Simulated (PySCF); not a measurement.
# Energy of Ti²⁺ (titanium, charge +2) between two integer charges

The 3d alpha orbital of [Ar] 3d2 is emptied in steps (occupation f), with all orbitals relaxed, ending at [Ar] 3d1. Computed with PySCF 2.14 in aug-cc-pVTZ (8s7p5d3f2g, 93 functions), with no relativity, point nucleus. The exact energy is a straight line in f; departures are measured from the line between the end points of the same method.

```
  f  MN15 (eV)
  1      0.000
0.9     -0.379
0.7     -0.891
0.5     -1.067
0.3     -0.901
0.1     -0.388
  0      0.000
```

```json
{"method": "MN15", "E(f=0) − E(f=1) (eV)": "27.396", "−ε at f=1 (eV)": "23.204", "−ε at f=0.5 (eV)": "27.364"}
```

Orbital energy along the path (eV):

```json
{"f": "1", "MN15": "-23.204"}
{"f": "0.9", "MN15": "-24.013"}
{"f": "0.7", "MN15": "-25.668"}
{"f": "0.5", "MN15": "-27.364"}
{"f": "0.3", "MN15": "-29.093"}
{"f": "0.1", "MN15": "-30.838"}
{"f": "0", "MN15": "-31.712"}
```

Reference removal energy between the ground levels: 27.492 eV (measured; NIST Atomic Spectra Database, ionization energies). The calculation has no spin-orbit coupling.
